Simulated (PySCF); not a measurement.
## Simulated characterisation data

Theoretical values (PySCF 2.14): structure optimised with GFN2-xTB, NMR shieldings at PBE0/pcSseg-1/GIAO. A single conformation, rapidly exchanging positions averaged, relativity neglected, in vacuum.

Chemical shifts δ = σref − σ; TMS for $^{1}$H (σref 31.72) and $^{13}$C (σref 186.93), all at this level. Where no couplings were computed, multiplicities follow the n + 1 count of equivalent neighbours, and m marks all less simple cases (inequivalent or close neighbours, rings, F or P nearby). Shifts are as computed. Against solution values, carbons near 30 ppm lie about +3 ppm off and those near 130 ppm about +5 ppm. Of 1211 compounds with measured shifts, 218 miss one by over three times the rms of a fit or turn the order of signals round; such compounds aren't used in these exercises.

**1.** `[Si@@H]([Si@@H](C#C)C)(C#C)O[SiH3]`, C₅H₁₀OSi₃. $^{1}$H NMR (600 MHz, computed): δ 5.62 (m, 1H), 5.17 (s, 3H), 4.75 (m, 1H), 2.18 (d, 1H), 2.04 (d, 1H), 0.25 (d, 3H). $^{13}$C{$^{1}$H} NMR (computed): δ 105.9, 104.8, 90.4, 87.9, -5.8.

**2.** SMILES N(/N=C(\C=C)C(C)C)=C, C₇H₁₂N₂. $^{1}$H NMR (600 MHz, computed): δ 6.36 (m, 1H), 6.23 (m, 1H), 6.08 (m, 1H), 5.75 (m, 1H), 5.72 (m, 1H), 2.70 (sept, 1H), 1.17 (d, 6H). $^{13}$C{$^{1}$H} NMR (computed): δ 137.7 (C), 133.6 (CH), 124.8 (CH2), 114.7 (CH2), 32.3 (CH), 22.6 (CH3).
